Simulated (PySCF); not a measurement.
This PySCF input asks for the NMR shieldings of `InChI=1S/C3H10N2OSi2/c4-2-1-3-8(5)6-7/h8H,1,3,5H2,7H3/t8-/m1/s1`; the geometry comes from GFN2-xTB.

```python
import basis_set_exchange as bse
import numpy as np
from pyscf import gto, dft
from pyscf.prop import nmr

atoms = """
N    -1.930314    2.053505   -0.726215
C    -1.835841    0.917563   -0.826817
C    -1.713613   -0.511351   -0.920324
C    -1.325084   -1.117196    0.435822
Si    0.335958   -0.425655    1.096889
N     0.280353    1.144608    1.795794
O     1.281004   -0.349474   -0.218765
Si    2.530402    0.202196   -1.091334
H    -0.936636   -0.734500   -1.656877
H    -2.665283   -0.918648   -1.278578
H    -2.119298   -0.920043    1.157973
H    -1.277106   -2.199804    0.317110
H     0.934227   -1.326753    2.075758
H     0.115966    1.930694    1.185228
H    -0.224839    1.275757    2.656099
H     2.142479   -0.108579   -2.467907
H     3.714455   -0.543851   -0.670958
H     2.684411    1.637850   -0.874555
"""
names = dict.fromkeys(["N", "C", "Si", "O", "H"], "pcSseg-1")
basis = {el: gto.basis.parse(bse.get_basis(n, elements=[el], fmt="nwchem")) for el, n in names.items()}
mol = gto.M(atom=atoms, basis=basis, charge=0, verbose=0)
mf = dft.RKS(mol, xc="PBE0")
mf.grids.level = 2
mf.grids.alignment = dft.numint.BLKSIZE   # the property module wants whole blocks of grid points
mf.conv_tol = 1e-9
mf.kernel()

calc = nmr.RKS(mf)   # GIAO
C = mf.mo_coeff
Co = C[:, mf.mo_occ > 0]
resp = mf.gen_response(singlet=True, hermi=2)
def vind(x):   # induced exchange potential for any number of trial vectors
    d = np.einsum("pi,xij,qj->xpq", C, 2 * x.reshape(-1, C.shape[1], Co.shape[1]), Co, optimize=True)
    return np.einsum("xpq,pi,qj->xij", resp(d - d.transpose(0, 2, 1)), C, Co, optimize=True).ravel()
mo1, _ = nmr.rhf.solve_mo1(calc, with_cphf=vind)
sigma = calc.kernel(mo1)
for i, s in enumerate(sigma):   # ppm
    w = np.linalg.eigvalsh((s + s.T) / 2)
    print("%2d %-2s iso %8.1f  s11 %8.1f  s22 %8.1f  s33 %8.1f" % (i, mol.atom_pure_symbol(i), w.mean(), *w))
```

Q: Give the expected output.

A: 
```
 0 N  iso    -30.1  s11   -196.0  s22   -186.7  s33    292.4
 1 C  iso     59.8  s11    -60.6  s22    -52.3  s33    292.3
 2 C  iso    175.8  s11    166.8  s22    175.9  s33    184.6
 3 C  iso    168.5  s11    162.4  s22    169.5  s33    173.6
 4 Si iso    372.4  s11    345.0  s22    375.6  s33    396.6
 5 N  iso    236.9  s11    211.6  s22    246.6  s33    252.5
 6 O  iso    313.2  s11    254.2  s22    316.3  s33    369.1
 7 Si iso    390.8  s11    352.3  s22    359.3  s33    460.9
 8 H  iso     29.1  s11     25.8  s22     27.5  s33     34.1
 9 H  iso     29.2  s11     23.7  s22     27.2  s33     36.8
10 H  iso     31.1  s11     27.7  s22     28.9  s33     36.7
11 H  iso     31.0  s11     27.2  s22     28.2  s33     37.6
12 H  iso     26.7  s11     23.4  s22     23.8  s33     32.7
13 H  iso     30.3  s11     24.2  s22     27.6  s33     39.2
14 H  iso     31.2  s11     25.1  s22     26.3  s33     42.4
15 H  iso     26.5  s11     22.6  s22     25.4  s33     31.6
16 H  iso     26.5  s11     22.8  s22     24.5  s33     32.0
17 H  iso     26.4  s11     22.8  s22     25.3  s33     31.1
```

These numbers come from an equivalent density-fitted implementation of the same equations, which agrees with the script to about 0.01 ppm for H and up to a few tenths of a ppm for heavy atoms, so last digits may differ.

Q: Turn these shieldings into chemical shifts. Chemical shifts δ = σref − σ; NH3 for $^{15}$N (σ = 267.73 ppm); $^{13}$C (σ = 186.93 ppm) and $^{29}$Si (σ = 349.16 ppm) and $^{1}$H (σ = 31.72 ppm) against TMS; $^{17}$O (σ = 336.08 ppm) vs H2O, all at this level.

A: Averaging equivalent atoms: N 0: 297.8; N 5: 30.8; C 1: 127.1; C 3: 18.4; C 2: 11.2; Si 4: -23.2; Si 7: -41.7; O 6: 22.9; H 15/16/17: 5.26; H 12: 5.05; H 8: 2.57; H 9: 2.47; H 13/14: 0.93; H 11: 0.73; H 10: 0.63 ppm. Experimental scales use liquid or dissolved standards, which lie at an offset from isolated NH3 (liquid NH3: subtract about 20 ppm) and H2O (liquid H2O: subtract about 36 ppm). Unscaled 15N shifts of sp2 nitrogen come out 20 to 40 ppm too high even then.

Size and cost of the density-fitted run: 200 basis functions, 41 s wall time on 1 thread of an Arm Neoverse V1, shared host; peak memory 0.83 GiB.
